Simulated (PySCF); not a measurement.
**Al²⁺: excitation energy**

Al²⁺ [Ne] 3s1 (2S) → Al²⁺ [Ne] 3p1 (2P), as a difference of total energies. Calculation: PySCF 2.14, in x2c-TZVPPall; scalar relativity by spin-free X2C-1e. Correlated levels: valence and next inner shell: 1s2 frozen. The calculations carry no spin-orbit coupling.

```tsv
method	excitation energy (eV)
UHF	6.587
LDA	6.342
PBE	6.194
r2SCAN	6.173
PBEsol	6.174
PW91	6.195
BLYP	6.265
ROHF	6.586
SCS-MP2 (valence and next inner shell)	6.668
```

Estimate what PBE0 gives.

6.294 eV, closest to BLYP among the rows shown.

Estimate what MP2 (valence and next inner shell) gives.

6.689 eV, closest to SCS-MP2 (valence and next inner shell) among the rows shown.

A first-order spin-orbit estimate (lowest level to lowest level, LS coupling) adds -0.015 eV.

The basis was made for the ground configuration and has no added diffuse functions, so the excitation energy can come out too high.
